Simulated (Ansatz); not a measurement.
A nudged elastic band was laid between two geometries of ClH + H7NSi2 (12 atoms, charge 0, multiplicity 1).

All numbers below come from Ansatz 0.2.0, RHF/def2-SVP.

```json
{
 "movable images": "5",
 "climbing image": "yes",
 "spring": "5.0 eV/Å²",
 "optimiser": "quadratic models (default)",
 "start path": "through a guess of the saddle point",
 "force threshold": "0.2 eV/Å",
 "iteration limit": "60",
 "end points": "relaxed"
}
```

Image 0:

```xyz
12
Properties=species:S:1:pos:R:3
Si -0.835 -0.554 -1.023
Si 0.548 -1.510 0.645
H -0.761 -1.361 -2.266
H -2.248 -0.629 -0.552
N -0.254 1.035 -1.375
H 1.158 1.988 2.384
Cl 0.459 2.965 1.961
H 0.620 -0.605 1.825
H 0.014 -2.817 1.104
H 1.930 -1.710 0.143
H -0.546 1.508 -2.209
H -0.084 1.690 -0.636
```

Image 6:

```xyz
12
Properties=species:S:1:pos:R:3
Si -1.670 0.838 -0.939
Si 1.610 -1.550 1.674
H -1.521 -0.583 -0.588
H -2.927 1.119 -1.648
N -0.357 1.311 -1.919
H 0.925 -0.270 1.962
Cl -1.796 1.866 0.877
H 2.839 -1.658 2.492
H 0.707 -2.684 1.980
H 1.979 -1.593 0.237
H 0.580 1.026 -1.709
H -0.370 2.179 -2.420
```

Task: What changes between the two ends?

Result: Bonds broken: Si1–Si2, H6–Cl7. Bonds formed: Si1–Cl7, Si2–H6. ClH + H7NSi2 becomes ClH4NSi + H4Si.

Task: Give the energies along the band, and the barrier.

Result: The forces met the threshold. The highest image is number 3 of 0 to 6, 2.10 eV above the first end and 3.42 eV above the last; the last end lies 1.32 eV below the first. The threshold of 0.2 eV/Å is loose, so the images may lie well off the minimum-energy path. Neighbouring images differ by up to 2.2 eV, so the band resolves the path poorly. The order of the stationary point at the top wasn't checked. The orbitals stay closed-shell, which can raise the energy where a bond breaks towards radicals; this wasn't checked here.

```csv
image,path coordinate (Å),energy (eV),Si1–Si2 (Å),H6–Cl7 (Å),Si1–Cl7 (Å)
0,0.00,0.00,2.37,1.27,4.79
1,1.42,0.01,2.37,1.27,4.22
2,2.85,0.26,2.39,1.28,3.57
3,4.27,2.10,2.60,1.72,2.90
4,5.99,-0.15,3.42,2.28,2.14
5,7.71,-1.22,4.19,2.93,2.09
6,9.43,-1.32,4.83,3.63,2.09
```

Task: What is the geometry of the highest image?

Result: 
```xyz
12
Properties=species:S:1:pos:R:3:forces:R:3
Si -0.828 0.089 -0.535 0.02 0.05 -0.15
Si 0.800 -1.265 0.974 -0.02 0.05 0.03
H -0.728 -1.136 -1.365 -0.01 -0.02 0.01
H -2.138 0.149 0.111 0.02 0.04 0.00
N -0.221 1.341 -1.492 -0.06 -0.15 -0.06
H 0.065 0.337 0.967 0.08 -0.02 0.08
Cl -0.164 1.912 1.618 0.01 0.02 0.03
H 1.409 -0.944 2.277 -0.03 -0.01 -0.04
H -0.117 -2.421 1.070 0.01 0.00 0.00
H 1.821 -1.480 -0.071 -0.01 0.00 0.01
H 0.157 1.152 -2.398 0.02 0.04 0.01
H -0.056 2.269 -1.156 -0.03 -0.01 0.08
```

The run took 63 s on 2 threads of Intel(R) Xeon(R) 6975P-C (Granite Rapids), on a shared host, peak memory 0.23 GiB.
